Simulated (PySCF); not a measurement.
How far are cheaper levels from CCSD(T)/CBS for AgF?

PySCF; the state is a singlet (closed shell). The composite is CCSD(T) extrapolated to the basis-set limit from two correlation-consistent sets, with core-valence (CV) and scalar-relativistic (SR) terms as its label shows; it has no spin–orbit coupling and nothing beyond (T). Here it is CCSD(T)/CBS(TQ)+CV. It gives Re = 1.976 Å, ωe = 525 cm⁻¹ and De = 3.48 eV to Ag (4d10 5s1) + F.

| level | basis | relativity | Re (Å) | ωe (cm⁻¹) | De (eV) |
| --- | --- | --- | --- | --- | --- |
| RHF-CCSD | def2-TZVPP | scalar-relativistic core potentials | 1.984 | 514 | 3.11 |
| RHF-CCSD(T) | def2-TZVPP | scalar-relativistic core potentials | 1.981 | 513 | 3.23 |
| PBE | def2-TZVPP | scalar-relativistic core potentials | 1.987 | 487 | 3.58 |
| PW91 | def2-TZVPP | scalar-relativistic core potentials | 1.984 | 490 | 3.60 |
| BLYP | def2-TZVPP | scalar-relativistic core potentials | 2.002 | 476 | 3.48 |
| r²SCAN | def2-TZVPP | scalar-relativistic core potentials | 1.970 | 510 | 3.42 |
| B3LYP | def2-TZVPP | scalar-relativistic core potentials | 1.992 | 496 | 3.26 |
| PBE0 | def2-TZVPP | scalar-relativistic core potentials | 1.981 | 506 | 3.22 |
| BHandHLYP | def2-TZVPP | scalar-relativistic core potentials | 1.990 | 512 | 2.88 |
| ωB97X | def2-TZVPP | scalar-relativistic core potentials | 1.988 | 512 | 3.61 |

Q: Give the difference of each row from the composite.

A: 

```json
{"level": "RHF-CCSD", "basis": "def2-TZVPP", "ΔRe (pm)": "+0.8", "Δωe (%)": "-2.1", "ΔDe (eV)": "-0.37"}
{"level": "RHF-CCSD(T)", "basis": "def2-TZVPP", "ΔRe (pm)": "+0.5", "Δωe (%)": "-2.3", "ΔDe (eV)": "-0.25"}
{"level": "PBE", "basis": "def2-TZVPP", "ΔRe (pm)": "+1.1", "Δωe (%)": "-7.2", "ΔDe (eV)": "+0.10"}
{"level": "PW91", "basis": "def2-TZVPP", "ΔRe (pm)": "+0.8", "Δωe (%)": "-6.7", "ΔDe (eV)": "+0.12"}
{"level": "BLYP", "basis": "def2-TZVPP", "ΔRe (pm)": "+2.6", "Δωe (%)": "-9.3", "ΔDe (eV)": "+0.00"}
{"level": "r²SCAN", "basis": "def2-TZVPP", "ΔRe (pm)": "-0.6", "Δωe (%)": "-2.9", "ΔDe (eV)": "-0.06"}
{"level": "B3LYP", "basis": "def2-TZVPP", "ΔRe (pm)": "+1.6", "Δωe (%)": "-5.5", "ΔDe (eV)": "-0.22"}
{"level": "PBE0", "basis": "def2-TZVPP", "ΔRe (pm)": "+0.5", "Δωe (%)": "-3.6", "ΔDe (eV)": "-0.26"}
{"level": "BHandHLYP", "basis": "def2-TZVPP", "ΔRe (pm)": "+1.4", "Δωe (%)": "-2.5", "ΔDe (eV)": "-0.60"}
{"level": "ωB97X", "basis": "def2-TZVPP", "ΔRe (pm)": "+1.2", "Δωe (%)": "-2.5", "ΔDe (eV)": "+0.13"}
```

Q: Which rows come closest in De?

A: BLYP in def2-TZVPP (+0.00 eV), counted from the composite.

Correlated steps freeze the inner cores (1 to 5 orbitals); shallow outer-core shells are correlated. Spin–orbit coupling is left out, which matters for elements this heavy, above all for dissociation energies. Where the molecule has an RHF reference, its open-shell atoms are computed with UHF. The CCSD T1 diagnostic is raised in AgF, a sign that a single reference may not be enough there.
